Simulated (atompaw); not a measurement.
# Before and after: PAW (atompaw) potential for fluorine

```json
{"Element": "fluorine", "Generator": "atompaw 4.2.0.5", "Type": "PAW", "Functional": "PBE", "Relativity": "scalar-relativistic", "Frozen core": "[He]", "Valence charge": "7", "Reference configuration": "2s2 2p5", "Partial waves": "2s (bound): rc 0.85 bohr; 2s channel at 0.05 Ry: rc 1.35 bohr; 2p (bound): rc 1.35 bohr; 2p channel at 1.4 Ry: rc 1.35 bohr", "Local potential": "vpsmatchnc scheme with l = 2 at 0 Ry, radius 1.00 bohr", "Core correction": "smooth core density matched at 1.15 bohr", "Augmentation charge": "besselshape compensation charge, radius 1.20 bohr; PAW radius 1.35 bohr; waves and projectors: custom rrkj gramschmidtortho"}
```

All-electron outer shells of the reference configuration (PBE, scalar-relativistic, ld1.x):

```csv
shell,level (eV),outermost node (bohr),outermost maximum (bohr)
1s,-663.37,–,0.11
2s,-29.90,0.24,0.76
2p,-11.11,–,0.71
```

Change: all radii scaled by about 0.89 (s 0.76, p 1.20 bohr); local potential vpsmatchnc scheme with l = 2 at 0 Ry, radius 0.88 bohr; augmentation besselshape compensation charge, radius 1.06 bohr; PAW radius 1.20 bohr; waves and projectors: custom rrkj gramschmidtortho; core correction smooth core density matched at 1.02 bohr.

Cutoffs: the cutoffs (Ry, on a coarse ladder) from which the occupation-weighted sum of valence levels, in a spherical-Bessel basis at the reference potential, stays within 10 and 1 mRy of its value at 400 Ry; they do not see the model core or the augmentation charge, which bear on the density cutoff.

**Question.** What does the change do?

**Answer.** The potential gets harder (40 Ry and 80 Ry → 50 Ry and 100 Ry); neither file shows a bound ghost. A smaller radius makes the pseudo-wave follow the all-electron one further in, where it bends more sharply, so more plane waves are needed.

| quantity | base | changed |
| --- | --- | --- |
| cutoff, loose | 40 Ry | 50 Ry |
| cutoff, tight | 80 Ry | 100 Ry |
| loose cutoff by channel (10 mRy a level) | s 21 Ry, p 35 Ry | s 18 Ry, p 45 Ry |
| bound ghosts | none | none |
| lowest overlap eigenvalue by channel | s 0.38, p 0.95 | s 0.12, p 1.00 |

 The cutoffs see the waves, projectors and local potential, not the compensation charge or the core.
